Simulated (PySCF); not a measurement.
Species: C2H10O2S2Si3.
Atom-mapped SMILES: `[OH:1][SiH2:2][Si:3]1([O:4][SiH3:5])[S:6][CH2:7][CH2:8][S:9]1`

Cartesian coordinates in Å at the GFN2-xTB level; atoms count from 1:
```xyz
19
C2H10O2S2Si3 angstrom
O     -2.8788   -0.9637   -0.8261
Si    -1.6326   -1.8921   -0.3608
Si    -0.1107   -0.2455    0.0867
O     -0.8046    1.1600    0.4695
Si    -1.8746    2.3785    0.2833
S      1.2371   -0.6497    1.7299
C      2.7365   -0.7336    0.7015
C      2.7298    0.3465   -0.3525
S      1.3277    0.1130   -1.4901
H     -3.7153   -1.3161   -1.1201
H     -2.0153   -2.7002    0.8018
H     -1.2691   -2.8210   -1.4369
H     -1.6381    3.2030    1.4644
H     -1.5411    3.0541   -0.9689
H     -3.2003    1.7699    0.2482
H      3.5821   -0.6095    1.3779
H      2.7819   -1.7230    0.2448
H      2.6411    1.3352    0.0990
H      3.6343    0.3035   -0.9591
```

NICS = −σ at a ghost point: NICS(0) at the centroid of the ring atoms, NICS(1) 1 Å to either side along the normal of their mean plane, zz for the tensor component along that normal. Level: GIAO PBE0/pcSseg-1 (PySCF, non-relativistic, gas phase) on the GFN2-xTB geometry, one conformer.

Ring bond lengths (Å), with Mayer bond orders in brackets: Si3–S6 2.163 (0.91), S6–C7 1.820 (1.00), C7–C8 1.509 (1.01), C8–S9 1.821 (0.99), S9–Si3 2.164 (0.93).

Q: Give the NICS values of each ring in ppm.

A: 
| ring | type | NICS(0) | NICS(1), two faces | NICS(1)zz, two faces | rms pucker (Å) | centre to ring atoms, mean (Å) |
| --- | --- | --- | --- | --- | --- | --- |
| Si3–S6–C7–C8–S9 | 5-membered ring with 2 S and Si; formal bonds all single | -9.2 | -4.7 / -6.2 | -2.5 / -4.5 | 0.24 | 1.56 |

Q: What can be read from them?

A: 
- Si3–S6–C7–C8–S9: mean NICS(1)zz -3.5 ppm, shielded. Si3, C7, C8 have four or more neighbours; no verdict on aromaticity is drawn.

Q: At the second NICS(1) probe listed for ring Si3–S6–C7–C8–S9, 1 Å off the ring, what do the in-plane components average?

A: The isotropic value is a third of the trace: (3 × -6.2 − (-4.5))/2 = -7.1 ppm.

Q: What are the shieldings of the ring atoms and their hydrogens in the same run (means over atoms taken as equivalent)?

A: 
```tsv
atoms	environment	σ isotropic (ppm)
Si3	oxygen-bound silicon	325.8
S6 (×2)	sulfur bonded to C and Si	552.8
C7 (×2)	sp3 carbon bound to sulfur	145.3
H16 (×2)	methylene hydrogen	28.75
H17 (×2)	methylene hydrogen	28.95
```
